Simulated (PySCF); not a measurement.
How methods differ on the ionisation energy of W⁺

W⁺ [Xe] 4f14 5d4 6s1 (6D) → W²⁺ [Xe] 4f14 5d4 (5D), as a difference of total energies. Calculation: PySCF 2.14, in def2-TZVPPD with the def2 core potential (60 electrons) (6s5p3d2f1g, 59 functions); scalar relativity through the core potential. Correlated levels: valence: 5s2 5p6 frozen. The calculations carry no spin-orbit coupling.

| method | ionisation energy (eV) |
| --- | --- |
| UHF | 14.959 |
| MP2 (valence) | 15.436 |
| SCS-MP2 (valence) | 15.118 |
| CCSD (valence) | 15.495 |
| CCSD(T) (valence) | 15.512 |

Q: How much does correlation contribute at CCSD(T) (valence)?

A: 15.512 − (14.959) = 0.553 eV, measured against UHF.

The reference lies between the lowest fine-structure levels, while these numbers refer to the centres of the terms.

Errors of the correlated levels include the incompleteness of this basis and the frozen core.

For comparison: 16.37 ± 0.15 eV (semi-empirical (NIST evaluation); NIST Atomic Spectra Database, ionization energies).
